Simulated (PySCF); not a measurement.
## Complete the spectrum of C4H11PSSi

Compound: C4H11PSSi.
SMILES: `CC[P@@]1(=S)C[C@H]1[SiH3]`

Method: TDDFT CAM-B3LYP/def2-SVPD, vertical, gas phase, core orbitals frozen in the response in PySCF. Isolated species at its GFN2-xTB geometry (one conformer only). Torsions of this conformer, `[CH3:1][CH2:2][P@@:3]1(=[S:4])[CH2:5][C@H:6]1[SiH3:7]`: C1–C2–P3–S4 65°.

Orbital energies (eV): HOMO-3 -10.51, HOMO-2 -10.38, HOMO-1 -7.93, HOMO -7.50, LUMO 0.80, LUMO+1 1.13, LUMO+2 1.33.

Lowest singlets, with some entries withheld (?).

```csv
state,λ (nm),f,"main configurations (H = HOMO, L = LUMO)"
S1,239.9,?,"H→L (40%), H→L+3 (24%), H→L+1 (22%)"
S2,222.3,?,"H-1→L (36%), H-1→L+1 (26%), H-1→L+3 (20%)"
S3,211.4,?,"H-1→L+2 (34%), H→L+2 (28%)"
S4,206.8,?,"H→L+2 (25%), H-1→L+2 (15%), H-1→L+7 (11%)"
S5,204.4,?,"H→L (35%), H→L+1 (20%), H→L+3 (11%)"
S6,197.5,?,"H→L+3 (30%), H→L+1 (14%), H→L+7 (12%)"
S7,189.1,?,"H-1→L (36%), H-1→L+1 (13%), H-1→L+4 (13%)"
S8,185.3,?,"H→L+5 (46%), H→L+4 (17%), H→L+3 (11%)"
```

Question: Supply the missing values.

Answer: 
- S1: f = 0.030
- S2: f = 0.017
- S3: f = 0.048
- S4: f = 0.122
- S5: f = 0.014
- S6: f = 0.016
- S7: f = 0.066
- S8: f = 0.010

Question: Where do the lowest triplets lie (Tamm–Dancoff)?

Answer: T1 4.65 eV, H→L (34%), H→L+1 (26%), H→L+3 (22%); T2 4.99 eV, H→L+2 (33%), H-1→L (10%), H→L+7 (9%); T3 5.06 eV, H-1→L (22%), H→L+2 (18%), H-1→L+3 (18%). E(S1) − E(T1) = +0.51 eV.

Question: How far apart are S1 and S8, in eV and cm⁻¹?

Answer: 6.692 − 5.169 = 1.523 eV, or about 12290 cm⁻¹.

Question: Which level carries the most intensity, and what share of the listed sum of f?

Answer: S4, with f = 0.122 of 0.322, 38%.
